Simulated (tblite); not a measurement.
A tight-binding relaxation on `CC[C@@H]1[SiH2]C(=O)COC1=O`.

Computed with GFN2-xTB geometry optimisation, gas phase (tblite 0.8.0). Start geometry: from a force field or distance geometry. A driver script takes a list of jobs; this job's settings line and coordinates (Å) are shown.

Command:
```bash
OMP_NUM_THREADS=1 python probes_run.py task.json out
```

Input:
```
{"job": {"kind": "relax", "xc": "GFN2-xTB", "basis": "xTB"}, "charge": 0, "multiplicity": 1}
C     -2.799500    -0.101300     0.019200
C     -1.572000    -0.137400    -0.847200
C     -0.306300     0.173400    -0.111100
Si     1.171000     0.101600    -1.285200
C      2.573300     0.179800    -0.043500
O      3.686000     0.026500    -0.453500
C      2.207700     0.445800     1.368700
O      1.110700    -0.306300     1.822100
C      0.056000    -0.744100     0.991100
O     -0.526200    -1.843300     1.207300
H     -3.603100     0.392300    -0.599900
H     -3.198800    -1.119300     0.231800
H     -2.657700     0.519900     0.941500
H     -1.501000    -1.130900    -1.342200
H     -1.722800     0.601800    -1.653400
H     -0.339900     1.210400     0.347600
H      1.227500    -1.244500    -1.847200
H      1.170300     1.176000    -2.229200
H      3.100800     0.282700     1.993900
H      1.918900     1.527400     1.486100
```

Output:
```
step      E/eV     max force
  0    -865.94723    4.653
  1    -866.19406    5.253
  2    -866.36678    0.952
  3    -866.42082    0.723
  4    -866.49526    1.065
  5    -866.52137    0.593
  6    -866.54029    0.485
  7    -866.55988    0.236
  8    -866.56626    0.273
  9    -866.58367    0.317
... (73 lines left out)
 83    -866.80778    0.026
 84    -866.80793    0.026
 85    -866.80804    0.021
 86    -866.80813    0.019
 87    -866.80820    0.017
 88    -866.80828    0.020
 89    -866.80836    0.026
 90    -866.80841    0.017
 91    -866.80843    0.012
 92    -866.80845    0.009
```

«max force» is the largest atomic force in eV/Å.

Task: From which step on does the largest force stay under 0.1 eV/Å, and how much energy is left to gain from there?

Result: From step 49 (0.091 eV/Å), 19.4 meV above the end.

Main results: energy lowered by 19.9 kcal/mol over 92 steps; largest atomic force 0.009 eV/Å at the end.

Hardware: an Arm Neoverse V1 with one thread, shared host with 32 logical CPUs at a one-minute load of 28. Cost: 0.85 s.
Labels such as C1 count atoms from 1, the log's own numbers from 0.
